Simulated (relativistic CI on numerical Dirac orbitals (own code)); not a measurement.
# What each ingredient does to the levels of Ce L

Base calculation: Dirac-Coulomb-Breit CI, orbitals from a KLI potential per configuration, a model potential for QED, unscaled Slater integrals.

Configuration list (outside the closed core 1s2): 2s²2p⁵, 2s2p⁶, 2p⁶3s, 2p⁶3p, 2p⁶3d, 2s²2p⁴3s, 2s²2p⁴3p, 2s²2p⁴3d, 2s2p⁵3s, 2s2p⁵3p, 2s2p⁵3d, 2s²2p⁴4s, 2s²2p⁴4p, 2s²2p⁴4d, 2s²2p⁴4f, 2s2p⁵4s, 2s2p⁵4p, 2s²2p³3s², 2s2p⁵4d, 2s2p⁵4f, 2s²2p³3s3p, 2s²2p⁴5s, 2s²2p⁴5p, 2s²2p⁴5d, 2s²2p⁴5f, 2s²2p⁴5g, 2s²2p³3s3d, 2s²2p³3p², 2s²2p³3p3d, 2s2p⁴3s², 2s²2p³3d², 2s2p⁴3s3p, 2s2p⁴3s3d, 2s2p⁴3p², 2s2p⁵5s, 2s2p⁵5p. Levels of other configurations are missing.

The lowest level and the first level of each name with at least 55 % of one term (blank where a level has no safe partner in the second run):

```csv
Level,Base (eV),Shift (eV)
2s²2p⁵ ²P°3/2,0.00,0.00
2s²2p⁵ ²P°1/2,461.04,+0.04
2s2p⁶ ²S1/2,798.27,+0.11
2s²2p⁴3s ⁴P5/2,5047.74,+1.03
2s²2p⁴3s ²P3/2,5055.92,+0.22
2s²2p⁴3s ²S1/2,5093.35,-2.81
2s²2p⁴3p ²P°1/2,5185.74,-2.25
2s²2p⁴3p ⁴D°7/2,5270.11,+1.03
2s²2p⁴3d ⁴F9/2,5409.58,+1.13
2s²2p⁴3d ²D3/2,5420.60,-1.74
2s²2p⁴3s ⁴P3/2,5508.38,+1.89
2s²2p⁴3s ²P1/2,5515.36,+1.23
2s²2p⁴3s ²D5/2,5527.29,-0.46
2s²2p⁴3s ²D3/2,5531.02,-0.69
2s²2p⁴3p ²F°7/2,5746.59,-0.10
2s2p⁵3s ⁴P°5/2,5802.88,+2.14
2s2p⁵3s ²P°3/2,5819.56,+0.77
2s²2p⁴3d ⁴D1/2,5833.02,+2.88
2s²2p⁴3d ⁴F5/2,5847.48,+1.19
2s²2p⁴3d ²G7/2,5856.39,-0.10
2s2p⁵3s ²P°1/2,5868.65,-3.75
2s²2p⁴3d ²G9/2,5885.95,+0.12
```

At this charge energies of transitions that change n are usually good to better than 1 %, and those within a shell (Δn = 0) to a few per cent.

(1) One thing was changed in a second run, which moved the levels as shown. Which?
A. configuration mixing switched off
B. QED terms removed
C. Breit term removed
D. valence Slater integrals scaled by 0.9

Results:

(1) D. Valence Slater integrals scaled by 0.9. Scaling acts on the splittings between terms and on the mixing, and leaves the fine structure of pure LS terms nearly alone; in jj coupling it moves the levels of one term differently.

LS names give the leading component of a level, which can be under half, so a name can repeat, a term be missing and a line seem to break the LS rules.
